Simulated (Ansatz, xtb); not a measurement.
Relative energy of two isomers of C5H10OSi

Structure X: `C=C/C([SiH3])=C/OC`, a singlet. Structure Y: `C=C/C(=C\[SiH3])OC`, a singlet. Both are isolated molecules in the gas phase, relaxed with B3LYP/def2-SVP; the shapes shown needn't be the lowest conformers.

X (Å):

| atom | x (Å) | y (Å) | z (Å) |
| --- | --- | --- | --- |
| C | -2.5547 | -2.5491 | -1.0837 |
| C | -1.8629 | -2.4688 | 0.0665 |
| C | -1.2331 | -1.2750 | 0.6393 |
| C | -0.5508 | -1.4264 | 1.8010 |
| C | 0.7110 | -0.7323 | 3.6633 |
| O | 0.1015 | -0.4269 | 2.4239 |
| Si | -1.3594 | 0.3980 | -0.2264 |
| H | -2.7238 | -1.6831 | -1.7306 |
| H | -2.9803 | -3.4982 | -1.4181 |
| H | -1.7422 | -3.3918 | 0.6516 |
| H | -2.7862 | 0.6918 | -0.5557 |
| H | -0.5978 | 0.3800 | -1.5121 |
| H | -0.8312 | 1.4925 | 0.6301 |
| H | -0.4898 | -2.4076 | 2.2973 |
| H | 1.2228 | 0.1780 | 4.0025 |
| H | -0.0373 | -1.0255 | 4.4213 |
| H | 1.4547 | -1.5430 | 3.5604 |

Y (Å):

```xyz
17

C    -2.0288   -3.5739    1.3076
C    -1.2147   -2.5550    1.6172
C    -1.1578   -1.2740    0.8956
C    -0.3181   -0.2600    1.2381
C    -2.1192   -0.0833   -0.9422
O    -2.0358   -1.2372   -0.1366
Si    0.9106   -0.2517    2.6442
H    -2.7235   -3.5068    0.4678
H    -2.0171   -4.4987    1.8894
H    -0.5295   -2.6520    2.4645
H    -0.3500    0.6546    0.6393
H     1.9560   -1.3131    2.5080
H     1.5940    1.0750    2.6489
H     0.2660   -0.4488    3.9796
H    -2.8866   -0.2863   -1.7011
H    -2.4169    0.8033   -0.3545
H    -1.1599    0.1319   -1.4461
```

Quicker runs give these differences E(Y) − E(X): GFN2-xTB −0.7 kcal/mol; HF/STO-3G −0.1 kcal/mol (at GFN2-xTB geometries); r2SCAN-D4/def2-SVP −3.2 kcal/mol (at GFN2-xTB geometries).

Question: Estimate E(Y) − E(X) at the level CCSD(T)/def2-SVP + ΔMP2/def2-TZVPP.

Answer: Calculated at CCSD(T)/def2-SVP + ΔMP2/def2-TZVPP: E(Y) − E(X) = −3.5 kcal/mol, so structure Y lies lower.

The same difference at several levels:

| level | geometry | E(Y) − E(X) (kcal/mol) | departure from the last row (kcal/mol) | job, with rough time for the two |
| --- | --- | --- | --- | --- |
| GFN2-xTB | GFN2-xTB | −0.7 | +2.8 | optimisation, 0.68 s |
| HF/STO-3G | GFN2-xTB | −0.1 | +3.4 | single point, 2 s |
| r2SCAN-D4/def2-SVP | GFN2-xTB | −3.2 | +0.3 | single point, 12 s |
| B3LYP/def2-SVP | B3LYP/def2-SVP | −2.7 | +0.8 | optimisation, 2.4 min |
| HF/def2-SVP | B3LYP/def2-SVP | −3.5 | +0.1 | part of the CCSD(T) run |
| MP2/def2-SVP | B3LYP/def2-SVP | −3.0 | +0.5 | part of the CCSD(T) run |
| CCSD(T)/def2-SVP | B3LYP/def2-SVP | −2.9 | +0.6 | single point |
| CCSD(T)/def2-SVP + ΔMP2/def2-TZVPP | B3LYP/def2-SVP | −3.5 |  | single point, 4.8 min |

As drawn, both hold the same kinds of bond in the same numbers.

HF/STO-3G finds them nearly level. The largest departure from CCSD(T)/def2-SVP + ΔMP2/def2-TZVPP is that of HF/STO-3G, 3.4 kcal/mol. The last row adds to CCSD(T) the change of the MP2 difference between the two basis sets, here −0.6 kcal/mol.

With thermal terms from frequencies at re-optimised GFN2-xTB minima (ideal gas, soft modes damped towards free rotors, one conformer each, 298.15 K, 1 atm): on the last row, ΔE + ΔZPE = −3.2, ΔH = −3.4, ΔG = −2.8 kcal/mol.

The correlated steps freeze 11 core orbitals. Run with Ansatz 0.2.0, xtb 6.7.1; the last row on 2 threads of Intel(R) Xeon(R) Processor @ 2.50GHz (Skylake/Cascade Lake) on a shared host.
